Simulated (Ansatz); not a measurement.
C2H6ClNSn (`C[N](C)[Sn][Cl]`), relaxed with RKS PBE0-D4/def2-TZVP in Ansatz 0.2.0 from a PBE-D4/def2-SVP geometry. The force threshold is 0.005 eV/Å; the program also tests the step.

Total charge 0; spin multiplicity 1. Sn: def2 effective core potential.

Start:

```xyz
11

C     0.717   -0.423    1.236
N     0.035    0.284    0.173
C    -0.371   -0.558   -0.931
Sn   -0.261    2.333    0.369
Cl   -1.410    2.620   -1.761
H     1.006    0.270    2.056
H     1.650   -0.922    0.877
H     0.078   -1.223    1.684
H    -0.884    0.047   -1.704
H    -1.066   -1.365   -0.596
H     0.506   -1.063   -1.402
```

(1) By how much does the energy fall, and how many steps does the optimiser take? (Best estimate.)

(2) Which bonds change most? (Best estimate.)

(3) Give the relaxed structure. (Best estimate.)

## Answers

(1) Computed: 0.08 eV, in 5 steps.

(2) Ansatz gave: N2–Sn4 from 2.079 to 2.021 Å; Sn4–Cl5 from 2.437 to 2.391 Å; C1–H8 from 1.117 to 1.099 Å; C1–H7 from 1.117 to 1.099 Å.

(3) Ansatz gave: 
```xyz
11

C     0.706   -0.412    1.219
N     0.027    0.295    0.162
C    -0.366   -0.564   -0.924
Sn   -0.253    2.287    0.365
Cl   -1.386    2.630   -1.713
H     0.991    0.269    2.028
H     1.622   -0.898    0.856
H     0.070   -1.197    1.653
H    -0.875    0.005   -1.701
H    -1.044   -1.356   -0.574
H     0.508   -1.058   -1.372
```
